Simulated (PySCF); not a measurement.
C3H5ClSi, SMILES C=C=C[SiH2]Cl. Coordinates come from a PBE0-D3(BJ)/def2-SVP optimisation. The structure was generated by enumeration, and PubChem lists no compound with its InChIKey, so it may never have been made. The values are those of a single conformer.

**Question.** Give the equilibrium geometry at PBE0-D3(BJ)/def2-SVP (PySCF confirms it by a frequency run) as Cartesian coordinates in Å. (Estimate from the structure and the level; the computed values follow.)

**Answer.** This is not unique; one that fits is 
```xyz
10

C      3.1390    -0.0562    -0.6324
C      2.0510     0.1312     0.0676
C      0.9363     0.3250     0.7300
Si    -0.6484     0.6732    -0.1774
Cl    -2.0115    -0.8533     0.1675
H      3.7895     0.7821    -0.9007
H      3.4302    -1.0588    -0.9611
H      0.9474     0.2788     1.8274
H     -0.3729     0.7502    -1.6366
H     -1.2797     1.9292     0.3161
```
